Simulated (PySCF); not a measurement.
## Excitation energy of Ti by level of theory

Ti [Ar] 3d2 4s2 (3F) → Ti [Ar] 3d4 (5D), as a difference of total energies. All numbers are calculated (PySCF 2.14, no relativity, point nucleus, in aug-cc-pVTZ (8s7p5d3f2g, 93 functions)). Correlated levels: valence: [Ar] frozen. The calculations carry no spin-orbit coupling.

| method | excitation energy (eV) |
| --- | --- |
| UHF | 4.343 |
| LDA | 1.918 |
| PBE | 2.059 |
| PBE0 | 2.570 |
| r2SCAN | 2.327 |
| B97-3 | 3.204 |
| wB97M-V | 2.946 |
| CAM-B3LYP | 2.970 |
| r2SCANh | 2.511 |
| MP2 (valence) | 3.796 |
| SCS-MP2 (valence) | 4.877 |

How much does correlation contribute at MP2 (valence)?

3.796 − (4.343) = -0.547 eV, measured against UHF.

A first-order spin-orbit estimate (lowest level to lowest level, LS coupling) adds 0.015 eV.
